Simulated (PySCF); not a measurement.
PySCF input file for MgCl2, SMILES [Cl][Mg][Cl], ωB97X-D3(BJ)/def2-TZVP. 

```python
import numpy as np
from pyscf import gto, scf, dft
from pyscf.geomopt import geometric_solver

mol = gto.M(
    atom='''
    Mg    0.00000000    0.00000000    0.43867721
    Cl   -0.00000000    2.03997327   -0.15482725
    Cl   -0.00000000   -2.03997327   -0.15482725
    ''',
    basis='def2-TZVP',
    charge=0,
    spin=0,
    max_memory=1600,
    verbose=3,
)
mf = dft.RKS(mol, xc='wb97x-d3bj').density_fit(auxbasis='def2-universal-jkfit')
mf.grids.level = 3
mf.conv_tol = 1e-9
mf.max_cycle = 100
mf.kernel()
grad = mf.nuc_grad_method()
grad.grid_response = mol.nao <= 150
conv, mol_eq = geometric_solver.kernel(grad, convergence_set='GAU_TIGHT', maxsteps=100)
print(mol_eq.tostring(format='xyz'))
mf.reset(mol_eq)
mf.kernel()
```

Output:

```
converged SCF energy = -1120.68683097949
[banner and settings of the optimiser left out]
Geometry optimization cycle 1
Cartesian coordinates (Angstrom)
 Atom        New coordinates             dX        dY        dZ
  Mg   0.000000   0.000000   0.438677    0.000000  0.000000  0.000000
  Cl   0.000000   2.039973  -0.154827    0.000000  0.000000  0.000000
  Cl   0.000000  -2.039973  -0.154827    0.000000  0.000000  0.000000

WARN: Mole.unit (angstrom) is changed to Bohr

converged SCF energy = -1120.6868309795
--------------- DFRKS_Scanner gradients ---------------
         x                y                z
0 Mg     0.0000000000    -0.0000000000     0.0026757425
1 Cl    -0.0000000000    -0.0142055873    -0.0013378709
2 Cl    -0.0000000000     0.0142055889    -0.0013378704
----------------------------------------------
cycle 1: E = -1120.68683098  dE = -1120.69  norm(grad) = 0.0203553
Step    0 : Gradient = 1.175e-02/1.427e-02 (rms/max) Energy = -1120.6868309795
Hessian Eigenvalues: 5.00000e-02 5.00000e-02 5.00000e-02 ... 2.34999e-01 2.34999e-01 2.50000e-01

Geometry optimization cycle 2
Cartesian coordinates (Angstrom)
 Atom        New coordinates             dX        dY        dZ
  Mg   0.000000  -0.000000   0.385731    0.000000 -0.000000 -0.052947
  Cl   0.000000   2.092196  -0.128354    0.000000  0.052223  0.026473
  Cl  -0.000000  -2.092196  -0.128354   -0.000000 -0.052223  0.026473
converged SCF energy = -1120.68942253299
--------------- DFRKS_Scanner gradients ---------------
         x                y                z
0 Mg     0.0000000000    -0.0000000001     0.0064310016
1 Cl     0.0000000000    -0.0049400672    -0.0032155013
2 Cl    -0.0000000000     0.0049400681    -0.0032154992
----------------------------------------------
cycle 2: E = -1120.68942253  dE = -0.00259155  norm(grad) = 0.0105283
Step    1 : Displace = 5.674e-02/5.855e-02 (rms/max) Trust = 1.000e-01 (=) Grad = 6.079e-03/6.431e-03 (rms/max) E (change) = -1120.6894225330 (-2.592e-03) Quality = 1.582
Hessian Eigenvalues: 5.00000e-02 5.00000e-02 5.00000e-02 ... 8.11314e-02 2.34999e-01 2.97130e-01

Geometry optimization cycle 3
Cartesian coordinates (Angstrom)
 Atom        New coordinates             dX        dY        dZ
  Mg  -0.000000  -0.000000   0.244235   -0.000000 -0.000000 -0.141496
  Cl  -0.000000   2.167842  -0.057606   -0.000000  0.075647  0.070748
  Cl   0.000000  -2.167843  -0.057606    0.000000 -0.075647  0.070748
converged SCF energy = -1120.69212464312
--------------- DFRKS_Scanner gradients ---------------
         x                y                z
0 Mg     0.0000000000     0.0000000009     0.0062255326
1 Cl    -0.0000000000     0.0050720510    -0.0031127661
2 Cl     0.0000000000    -0.0050720522    -0.0031127662
----------------------------------------------
cycle 3: E = -1120.69212464  dE = -0.00270211  norm(grad) = 0.0104684
Step    2 : Displace = 1.176e-01/1.415e-01 (rms/max) Trust = 1.414e-01 (+) Grad = 6.044e-03/6.226e-03 (rms/max) E (change) = -1120.6921246431 (-2.702e-03) Quality = 1.313
Hessian Eigenvalues: 4.94754e-02 5.00000e-02 5.00000e-02 ... 5.00000e-02 2.34999e-01 3.31521e-01

Geometry optimization cycle 4
Cartesian coordinates (Angstrom)
 Atom        New coordinates             dX        dY        dZ
  Mg  -0.000000  -0.000000   0.133942   -0.000000 -0.000000 -0.110293
  Cl  -0.000000   2.188710  -0.002460    0.000000  0.020868  0.055146
  Cl  -0.000000  -2.188710  -0.002460   -0.000000 -0.020868  0.055146
converged SCF energy = -1120.69310757988
--------------- DFRKS_Scanner gradients ---------------
         x                y                z
0 Mg     0.0000000000     0.0000000005     0.0029423839
1 Cl    -0.0000000000     0.0065196073    -0.0014711915
2 Cl    -0.0000000000    -0.0065196079    -0.0014711923
----------------------------------------------
cycle 4: E = -1120.69310758  dE = -0.000982937  norm(grad) = 0.00989934
Step    3 : Displace = 7.983e-02/1.103e-01 (rms/max) Trust = 2.000e-01 (+) Grad = 5.715e-03/6.684e-03 (rms/max) E (change) = -1120.6931075799 (-9.829e-04) Quality = 1.390
Updating Hessian using 3 steps from history
Hessian Eigenvalues: 3.61523e-02 5.00000e-02 5.00000e-02 ... 5.00000e-02 2.34999e-01 2.72213e-01

Geometry optimization cycle 5
Cartesian coordinates (Angstrom)
 Atom        New coordinates             dX        dY        dZ
  Mg  -0.000000  -0.000000   0.051545   -0.000000 -0.000000 -0.082397
  Cl  -0.000000   2.181534   0.038739   -0.000000 -0.007176  0.041198
  Cl  -0.000000  -2.181534   0.038738   -0.000000  0.007176  0.041198
converged SCF energy = -1120.69360496161
--------------- DFRKS_Scanner gradients ---------------
         x                y                z
0 Mg     0.0000000000    -0.0000000001     0.0002503415
1 Cl    -0.0000000000     0.0037433413    -0.0001251705
2 Cl    -0.0000000000    -0.0037433409    -0.0001251710
----------------------------------------------
cycle 5: E = -1120.69360496  dE = -0.000497382  norm(grad) = 0.00530276
Step    4 : Displace = 5.856e-02/8.240e-02 (rms/max) Trust = 2.828e-01 (+) Grad = 3.062e-03/3.745e-03 (rms/max) E (change) = -1120.6936049616 (-4.974e-04) Quality = 1.275
Hessian Eigenvalues: 3.78611e-02 5.00000e-02 5.00000e-02 ... 5.00000e-02 1.90303e-01 2.34999e-01

Geometry optimization cycle 6
Cartesian coordinates (Angstrom)
 Atom        New coordinates             dX        dY        dZ
  Mg  -0.000000  -0.000000   0.043007    0.000000 -0.000000 -0.008538
  Cl  -0.000000   2.170499   0.043008    0.000000 -0.011035  0.004269
  Cl  -0.000000  -2.170499   0.043007   -0.000000  0.011035  0.004269
converged SCF energy = -1120.69370336298
--------------- DFRKS_Scanner gradients ---------------
         x                y                z
0 Mg    -0.0000000000     0.0000000000    -0.0000002389
1 Cl    -0.0000000000     0.0008182036     0.0000001195
2 Cl    -0.0000000000    -0.0008182026     0.0000001194
----------------------------------------------
cycle 6: E = -1120.69370336  dE = -9.84014e-05  norm(grad) = 0.00115711
Step    5 : Displace = 1.085e-02/1.183e-02 (rms/max) Trust = 3.000e-01 (+) Grad = 6.681e-04/8.182e-04 (rms/max) E (change) = -1120.6937033630 (-9.840e-05) Quality = 1.206
Hessian Eigenvalues: 4.07610e-02 5.00000e-02 5.00000e-02 ... 5.00000e-02 1.40585e-01 2.34999e-01

Geometry optimization cycle 7
Cartesian coordinates (Angstrom)
 Atom        New coordinates             dX        dY        dZ
  Mg  -0.000000  -0.000000   0.043007   -0.000000 -0.000000  0.000000
  Cl   0.000000   2.167416   0.043008    0.000000 -0.003082 -0.000000
  Cl   0.000000  -2.167416   0.043007    0.000000  0.003082  0.000000
converged SCF energy = -1120.69370803035
--------------- DFRKS_Scanner gradients ---------------
         x                y                z
0 Mg    -0.0000000018     0.0000000003    -0.0000000021
1 Cl     0.0000000009    -0.0000188282     0.0000000011
2 Cl     0.0000000009     0.0000188283     0.0000000010
----------------------------------------------
cycle 7: E = -1120.69370803  dE = -4.66738e-06  norm(grad) = 2.66271e-05
Step    6 : Displace = 2.517e-03/3.082e-03 (rms/max) Trust = 3.000e-01 (=) Grad = 1.537e-05/1.883e-05 (rms/max) E (change) = -1120.6937080304 (-4.667e-06) Quality = 0.980
Hessian Eigenvalues: 4.07705e-02 5.00000e-02 5.00000e-02 ... 5.00000e-02 1.43700e-01 2.34999e-01

Geometry optimization cycle 8
Cartesian coordinates (Angstrom)
 Atom        New coordinates             dX        dY        dZ
  Mg   0.000002  -0.000000   0.043030    0.000002 -0.000000  0.000023
  Cl  -0.000001   2.167485   0.042996   -0.000001  0.000069 -0.000011
  Cl  -0.000001  -2.167486   0.042996   -0.000001 -0.000069 -0.000011
converged SCF energy = -1120.69370803274
--------------- DFRKS_Scanner gradients ---------------
         x                y                z
0 Mg     0.0000000569    -0.0000000001     0.0000005808
1 Cl    -0.0000000285    -0.0000000140    -0.0000002904
2 Cl    -0.0000000285     0.0000000132    -0.0000002904
----------------------------------------------
cycle 8: E = -1120.69370803  dE = -2.38697e-09  norm(grad) = 7.15033e-07
Step    7 : Displace = 5.884e-05/7.024e-05 (rms/max) Trust = 3.000e-01 (=) Grad = 4.128e-07/5.836e-07 (rms/max) E (change) = -1120.6937080327 (-2.387e-09) Quality = 0.959
Hessian Eigenvalues: 4.12648e-02 5.00000e-02 5.00000e-02 ... 5.00010e-02 1.42948e-01 2.34999e-01

Geometry optimization cycle 9
Cartesian coordinates (Angstrom)
 Atom        New coordinates             dX        dY        dZ
  Mg   0.000002  -0.000000   0.043008    0.000000  0.000000 -0.000022
  Cl  -0.000001   2.167486   0.043007   -0.000000  0.000001  0.000011
  Cl  -0.000001  -2.167486   0.043007   -0.000000 -0.000001  0.000011
converged SCF energy = -1120.69370803277
--------------- DFRKS_Scanner gradients ---------------
         x                y                z
0 Mg     0.0000000555    -0.0000000001    -0.0000000098
1 Cl    -0.0000000278     0.0000004930     0.0000000049
2 Cl    -0.0000000278    -0.0000004919     0.0000000049
----------------------------------------------
cycle 9: E = -1120.69370803  dE = -2.52385e-11  norm(grad) = 6.99866e-07
Step    8 : Displace = 1.456e-05/2.058e-05 (rms/max) Trust = 3.000e-01 (=) Grad = 4.041e-07/4.938e-07 (rms/max) E (change) = -1120.6937080328 (-2.524e-11) Quality = 1.461
Hessian Eigenvalues: 4.12648e-02 5.00000e-02 5.00000e-02 ... 5.00010e-02 1.42948e-01 2.34999e-01
Converged! =D

3
XYZ from PySCF
Mg          0.00000224       -0.00000008        0.04300782
Cl         -0.00000112        2.16748601        0.04300747
Cl         -0.00000112       -2.16748617        0.04300719
converged SCF energy = -1120.69370803277
```

The calculation finished and met its thresholds.

Cost: around 30 core-seconds (rough).
